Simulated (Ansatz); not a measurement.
TeH2⁺. Charge 1, multiplicity 2. Geometry PBE0-D4/def2-TZVP, that of the neutral singlet; atoms count from 1.

```csv
atom,x (Å),y (Å),z (Å)
Te1,0.428,-0.605,-0.239
H2,-0.164,-0.098,1.222
H3,-0.264,0.702,-0.983
```

In the def2 sets Te takes a core potential; there is no spin–orbit coupling.

Question: Estimate the Mulliken populations from the PBE0/def2-TZVP orbitals of Ansatz.

Answer: 
| atom | charge (e) | spin (α − β) |
| --- | --- | --- |
| Te1 | 0.61 | 1.07 |
| H2 | 0.19 | -0.04 |
| H3 | 0.19 | -0.04 |
Mulliken values depend strongly on the basis.

Question: Where does the spin sit?

Answer: Summed by element: Te 1.07, H -0.07, of 1 unpaired in all. Largest on single atoms: Te1 1.07, H2 -0.04, H3 -0.04.
